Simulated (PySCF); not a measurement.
From one molecule to another.

First species: C7H10.
SMILES: `C=C/C=C\C=C/C`

Second species: C₄H₃FS.
Geometry (GFN2-xTB, Å), atoms numbered from 1 in this order:
```xyz
9
C4H3FS angstrom
F      2.675    0.128   -0.546
C      1.539   -0.420   -0.086
C      0.436    0.309    0.067
C     -0.799   -0.247    0.558
C     -1.906    0.430    0.723
S     -3.227    1.220    0.924
H      1.649   -1.472    0.127
H      0.453    1.359   -0.182
H     -0.807   -1.301    0.807
```

Levels: PBE0/def2-SVPD for dipole moment, HOMO energy, LUMO energy, HOMO–LUMO gap, static isotropic polarisability and electronic spatial extent ⟨r²⟩ about the centre of nuclear charge; TDDFT PBE0/def2-SVPD for lowest singlet excitation; TDA PBE0/def2-SVPD for lowest triplet excitation (Tamm–Dancoff); GFN2-xTB for rotational constant A and rotational constant C. Geometries: GFN2-xTB. All species are isolated and taken at one optimised geometry, non-relativistic unless stated. Electronic properties by PySCF.

Dipoles, sizes and rotational constants follow the conformer. The torsions of the flexible species, by atom-mapped SMILES:
- `[CH2:1]=[CH:2]/[CH:3]=[CH:4]\[CH:5]=[CH:6]/[CH3:7]`: C1–C2–C3–C4 180°, C3–C4–C5–C6 180°
- `[F:1]/[CH:2]=[CH:3]/[CH:4]=[C:5]=[S:6]`: C2–C3–C4–C5 180°

Values for the first species:

| Item | Value |
| --- | --- |
| Dipole moment | 0.69 D |
| HOMO energy | -6.07 eV |
| LUMO energy | -1.26 eV |
| HOMO–LUMO gap | 4.81 eV |
| Lowest singlet excitation | 4.69 eV |
| Lowest triplet excitation (Tamm–Dancoff) | 2.48 eV |
| Static isotropic polarisability | 103.8 au |
| Electronic spatial extent ⟨r²⟩ about the centre of nuclear charge | 1241 bohr² |
| Rotational constant A | 11.842 GHz |
| Rotational constant C | 0.937 GHz |

Problem. Estimate the same properties for the second species, and the change in each.

Solution. 
```csv
property,first,second,second less first
dipole moment,0.69 D,1.25 D,+0.56 D
HOMO energy,-6.07 eV,-6.20 eV,-0.13 eV
LUMO energy,-1.26 eV,-2.47 eV,-1.21 eV
HOMO–LUMO gap,4.81 eV,3.73 eV,-1.08 eV
lowest singlet excitation,4.69 eV,2.11 eV,-2.58 eV
lowest triplet excitation (Tamm–Dancoff),2.48 eV,1.77 eV,-0.71 eV
static isotropic polarisability,103.8 au,80.6 au,-23.2 au
electronic spatial extent ⟨r²⟩ about the centre of nuclear charge,1241 bohr²,1161 bohr²,-80 bohr²
rotational constant A,11.842 GHz,24.142 GHz,+12.300 GHz
rotational constant C,0.937 GHz,0.850 GHz,-0.087 GHz
```

On the first: S1 lies 0.12 eV below the HOMO–LUMO gap; its leading configuration is HOMO→LUMO, weight 0.97. No computed singlet falls in the visible range (750 to 380 nm, 1.65 to 3.26 eV); S1 lies 1.43 eV above its blue end.

On the second: The principal polarisabilities are 45.3, 53.0 and 143.6 au; their mean is the isotropic value. 1 of the 6 computed singlets lies in the visible range (750 to 380 nm, 1.65 to 3.26 eV), with an oscillator strength of 0.000.
